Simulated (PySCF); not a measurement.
F4Se, SMILES F[Se+](F)(F)F, charge +1, multiplicity 2.

The structure is a stationary point at PBE-D3(BJ)/def2-SVP.

Two levels are set side by side: PBE/def2-TZVP (PySCF) and ωB97X/def2-TZVP (PySCF). Same geometry, gas phase. Differences are taken from unrounded values.

```tsv
quantity	ωB97X	PBE	PBE minus ωB97X
α-spin orbital gap (eV)	12.51	5.22	-7.29
β-spin orbital gap (eV)	10.44	2.55	-7.89
mean polarisability (bohr³)	30.2	30.7	0.6
```

Rough cost on one machine, each run with all the roots and properties that it gave: ωB97X against PBE within a factor of 2.
